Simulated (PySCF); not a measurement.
C5H3Br, SMILES C#CC(Br)=C=C.

The structure is a stationary point at PBE0-D3(BJ)/def2-SVP. This is a generated structure with no PubChem entry under its InChIKey; it may be hypothetical.

All values below come from ωB97X/def2-TZVP run with PySCF.

Symmetry labels are those of the subgroup Cs that the program uses (full group Cs).

Q: List the valence orbital energies around the gap with their symmetry. (Estimate from the structure and the level; the computed values follow.)

A: 
```json
[
 {"orbital": "HOMO−7", "symmetry": "A\"", "energy (eV)": "-15.82"},
 {"orbital": "HOMO−6", "symmetry": "A'", "energy (eV)": "-15.17"},
 {"orbital": "HOMO−5", "symmetry": "A\"", "energy (eV)": "-13.24"},
 {"orbital": "HOMO−4", "symmetry": "A'", "energy (eV)": "-11.32"},
 {"orbital": "HOMO−3", "symmetry": "A'", "energy (eV)": "-10.94"},
 {"orbital": "HOMO−2", "symmetry": "A\"", "energy (eV)": "-10.90"},
 {"orbital": "HOMO−1", "symmetry": "A'", "energy (eV)": "-10.36"},
 {"orbital": "HOMO", "symmetry": "A\"", "energy (eV)": "-9.28"},
 {"orbital": "LUMO", "symmetry": "A'", "energy (eV)": "0.61"},
 {"orbital": "LUMO+1", "symmetry": "A\"", "energy (eV)": "0.94"},
 {"orbital": "LUMO+2", "symmetry": "A'", "energy (eV)": "3.05"},
 {"orbital": "LUMO+3", "symmetry": "A'", "energy (eV)": "3.66"}
]
```
